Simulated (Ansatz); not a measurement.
Start from `[SiH3]CC(Cl)Cl` and change one atom or group to get `[SiH3]C(Cl)Cl`.

Ansatz, PBE0-D4/def2-TZVP geometries, multiplicity 1. Each molecule was computed in one conformer, which needn't be the lowest.

```csv
property,`[SiH3]CC(Cl)Cl`
HOMO energy (B3LYP/def2-TZVPP) / eV,-8.32
HOMO–LUMO gap (PBE/def2-TZVPP) / eV,6.00
size of the dipole moment (B3LYP/def2-TZVPP) / D,1.67
HOMO–LUMO gap (ωB97M-V/def2-TZVPP) / eV,12.73
HOMO–LUMO gap (PBE0/def2-TZVPP) / eV,8.48
LUMO energy (PBE/def2-TZVPP) / eV,-1.20
```

Give the same properties after the change, and the shifts. (Estimate.)

The calculation gave: 
```tsv
property	`[SiH3]C(Cl)Cl`	shift
HOMO energy (B3LYP/def2-TZVPP) / eV	-7.98	0.34
HOMO–LUMO gap (PBE/def2-TZVPP) / eV	5.38	-0.62
size of the dipole moment (B3LYP/def2-TZVPP) / D	1.55	-0.12
HOMO–LUMO gap (ωB97M-V/def2-TZVPP) / eV	11.88	-0.85
HOMO–LUMO gap (PBE0/def2-TZVPP) / eV	7.73	-0.75
LUMO energy (PBE/def2-TZVPP) / eV	-1.49	-0.29
```

With PBE0 the HOMO rises by 0.39 eV and the LUMO falls by 0.36 eV, so the gap narrows by about 0.75 eV. PBE moves the HOMO by 0.33 eV and ωB97M-V by 0.41 eV. Dipoles are sizes alone; their direction can turn.

B3LYP here is the variant with VWN-RPA as its local correlation; programs differ in this.
